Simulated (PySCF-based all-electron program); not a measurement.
# Forces on CNiO, singlet by several functionals

All-electron Kohn–Sham DFT on the free molecule, computed near the basis limit with an in-house program on PySCF integrals; Koelling–Harmon scalar relativity, no spin–orbit coupling, spin-restricted. Forces are good to about 0.011 eV/Å. Atoms are numbered as listed.

```
atom   x (Å)   y (Å)   z (Å)
  Ni  0.0000  0.0000  0.0000
   C  0.0000  0.0000  1.4868
   O  0.0000  0.0000  2.6508
```

PBE forces:

```tsv
atom	Fx	Fy	Fz (eV/Å)
Ni1	0.000	0.000	-7.386
C2	0.000	0.000	6.697
O3	0.000	0.000	0.689
```

**Question.** What forces does r2SCAN give?

**Answer.** The forces move by 0.628 eV/Å (r.m.s. over the atoms) from PBE.

```
atom     Fx     Fy  Fz (eV/Å)
 Ni1  0.000  0.000     -6.869
  C2  0.000  0.000      7.063
  O3  0.000  0.000     -0.195
```
